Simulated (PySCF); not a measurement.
Simulated absorption spectrum

Compound: C6H10N2Si.
SMILES: `N[SiH2]Nc1ccccc1`

Level of theory: PySCF 2.14.0, density-fitted response routines, TDDFT CAM-B3LYP/def2-SVPD, vertical, gas phase, core orbitals frozen in the response. Geometry: PBE0-D3(BJ)/def2-SVP, one conformer, isolated molecule. Torsions of this conformer, `[NH2:1][SiH2:2][NH:3][c:4]1[cH:5][cH:6][cH:7][cH:8][cH:9]1`: N1–Si2–N3–C4 162°, Si2–N3–C4–C5 7°, H–N1–Si2–N3 -74°, H–N1–Si2–N3 139°.

Computed states:

| state | E (eV) | f |
| --- | --- | --- |
| S1 | 4.89 | 0.032 |
| S2 | 5.48 | 0.252 |
| S3 | 5.72 | 0.0022 |
| S4 | 5.96 | 0.0066 |
| S5 | 6.38 | 0.0033 |
| S6 | 6.62 | 0.0070 |
| S7 | 6.66 | 0.017 |
| S8 | 6.73 | 0.208 |
| S9 | 6.76 | 0.658 |
| S10 | 6.85 | 0.067 |

Each state is given a Gaussian of 0.5 eV full width at half maximum, with ε(max) = 2.175×10⁸ f / Δν̃ (Δν̃ the width in cm⁻¹). The cross-section is σ = 3.8235×10⁻²¹ ε cm², given in Mb (10⁻¹⁸ cm²). The width is an assumption, not a result. The curve ends short of the highest state used, and states not computed would add to its high-energy end.

Question: Give the broadened spectrum and its maxima.

Answer: 
```csv
λ (nm),σ (Mb)
198.5,13.04
202.9,4.26
207.3,5.25
211.7,12.56
216.1,26.38
220.5,42.41
224.9,51.85
229.3,49.32
233.7,37.78
238.0,24.92
242.4,15.36
246.8,10.38
251.2,8.25
255.6,7.04
260.0,5.74
264.4,4.25
268.8,2.82
273.2,1.68
277.6,0.91
282.0,0.45
286.4,0.20
290.8,0.09
295.2,0.03
299.6,0.01
```

Maxima: 226 nm (5.48 eV), ε about 14000, made up of S2 (99%) (ε in L mol⁻¹ cm⁻¹; maxima over ε = 5, shares over 10%). At its high-energy end, 6.25 eV, the curve is still rising (ε about 3500, from S8 and S9).

Question: On this curve, what absorbance would a 10⁻⁴ mol/L sample give at 280 nm over a 1 cm path?

Answer: 280 nm is 4.428 eV, where ε is about 160 L mol⁻¹ cm⁻¹, so A = ε c l ≈ 0.016 (Beer–Lambert, with the gas-phase spectrum and the assumed width).

Question: Coming from long wavelengths, where does ε first pass 100 L mol⁻¹ cm⁻¹?

Answer: At about 283 nm (4.38 eV), 0.51 eV below S1.

Question: What would ε be at 5.48 eV, the highest of these maxima, with half the width (0.25 eV)?

Answer: About 27200 L mol⁻¹ cm⁻¹ against 13700, a factor of about 1.98; a lone state at its own centre would give exactly 2.

The vertical ionisation energy (ΔSCF) is 7.65 eV, 0.80 eV above S10.

On one thread of an Arm Neoverse V1, no GPU, on a shared host, this took 2.3 min and 1.2 GiB of memory at its peak.
